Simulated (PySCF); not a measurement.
C₃H₈Be, SMILES [CH3][Be][CH2]C.

Coordinates come from a PBE0-D3(BJ)/def2-SVP optimisation. The structure was generated by enumeration; whether it is a known compound was not checked. Other conformers were not sampled.

Calculation: PBE0-D3(BJ)/def2-SVP (PySCF).

No scaling factor is applied to the harmonic values.

A small imaginary wavenumber (i) marks a very flat motion, where grid noise or a shallow saddle decides the sign.

Computed normal modes with their intensities:
| mode | ν (cm⁻¹) | IR (km/mol) | moving atoms (share of kinetic energy) |
|---|---|---|---|
| 1 | 17i | 0.0 | H 93 % |
| 2 | 113 | 0.3 | C 51 %, H 33 %, Be 16 % |
| 3 | 156 | 0.7 | H 74 %, Be 20 % |
| 4 | 269 | 2.5 | H 63 %, Be 32 % |
| 5 | 340 | 7.8 | Be 42 %, H 35 %, C 23 % |
| 6 | 526 | 0.0 | C 71 %, H 29 % |
| 7 | 538 | 0.7 | H 82 %, C 18 % |
| 8 | 684 | 86.2 | H 54 %, Be 25 %, C 21 % |
| 9 | 714 | 112.2 | H 57 %, Be 23 %, C 20 % |
| 10 | 925 | 12.5 | H 88 %, C 9 % |
| 11 | 956 | 17.6 | H 86 %, C 12 % |
| 12 | 1016 | 12.6 | C 65 %, H 19 %, Be 15 % |
| 13 | 1096 | 48.4 | H 45 %, Be 40 %, C 14 % |
| 14 | 1219 | 21.8 | H 72 %, C 28 % |
| 15 | 1240 | 4.4 | H 77 %, C 22 % |
| 16 | 1277 | 128.1 | C 43 %, H 35 %, Be 22 % |
| 17 | 1391 | 5.6 | H 84 %, C 16 % |
| 18 | 1412 | 4.2 | H 91 %, C 8 % |
| 19 | 1415 | 1.7 | H 95 % |
| 20 | 1415 | 0.7 | H 94 % |
| 21 | 1472 | 5.7 | H 96 % |
| 22 | 1484 | 5.8 | H 97 % |
| 23 | 3013 | 20.1 | H 95 % |
| 24 | 3030 | 0.6 | H 97 % |
| 25 | 3037 | 40.9 | H 97 % |
| 26 | 3057 | 11.1 | H 91 %, C 9 % |
| 27 | 3117 | 27.8 | H 91 %, C 9 % |
| 28 | 3123 | 5.9 | H 91 %, C 9 % |
| 29 | 3123 | 5.6 | H 91 %, C 9 % |
| 30 | 3128 | 29.0 | H 91 %, C 9 % |
